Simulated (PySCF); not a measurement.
C₃H₄BF₃, SMILES FB(F)/C(C)=C\F. Heavy atoms are numbered as in [CH3:1]/[C:2](=[CH:3]/[F:4])[B:5]([F:6])[F:7]. Hydrogens are named by the atom that carries them.

Geometry optimised at ωB97X-D3(BJ)/def2-SVP. The structure was generated by enumeration; whether it is a known compound was not checked. One conformer was computed; it need not be the lowest.

The numbers are results of B3LYP/def2-TZVP run with PySCF, not measurements.

ESP charges are fitted to the potential on shells at 1.4 to 2.0 van der Waals radii. Atomic charges (e), one atom of each kind:

```json
[
 {"atom": "C1 (CH3)", "ESP fit": "-0.56", "Mulliken": "-0.32", "Löwdin": "-0.24", "meta-Löwdin": "-0.31"},
 {"atom": "C2", "ESP fit": "-0.06", "Mulliken": "-0.13", "Löwdin": "-0.15", "meta-Löwdin": "-0.17"},
 {"atom": "C3 (CH)", "ESP fit": "-0.02", "Mulliken": "0.12", "Löwdin": "-0.21", "meta-Löwdin": "0.22"},
 {"atom": "F4", "ESP fit": "-0.13", "Mulliken": "-0.17", "Löwdin": "0.20", "meta-Löwdin": "-0.24"},
 {"atom": "B5", "ESP fit": "0.69", "Mulliken": "0.52", "Löwdin": "-0.81", "meta-Löwdin": "0.63"},
 {"atom": "F6", "ESP fit": "-0.29", "Mulliken": "-0.25", "Löwdin": "0.34", "meta-Löwdin": "-0.30"},
 {"atom": "H on C1", "ESP fit": "0.17", "Mulliken": "0.13", "Löwdin": "0.13", "meta-Löwdin": "0.12"},
 {"atom": "H on C3", "ESP fit": "0.17", "Mulliken": "0.11", "Löwdin": "0.13", "meta-Löwdin": "0.12"}
]
```

Q: Give the Mayer and Wiberg (Löwdin basis) orders of the bonds. (The exact figures need the calculation; the answer reports its results.)

A: 
```json
[
 {"bond": "C1–C2", "Mayer": "0.91", "Wiberg": "1.20"},
 {"bond": "C2–C3", "Mayer": "1.74", "Wiberg": "1.88"},
 {"bond": "C3–F4", "Mayer": "1.08", "Wiberg": "1.78"},
 {"bond": "C2–B5", "Mayer": "1.04", "Wiberg": "1.13"},
 {"bond": "B5–F6", "Mayer": "1.18", "Wiberg": "2.06"},
 {"bond": "B5–F7", "Mayer": "1.21", "Wiberg": "2.09"}
]
```
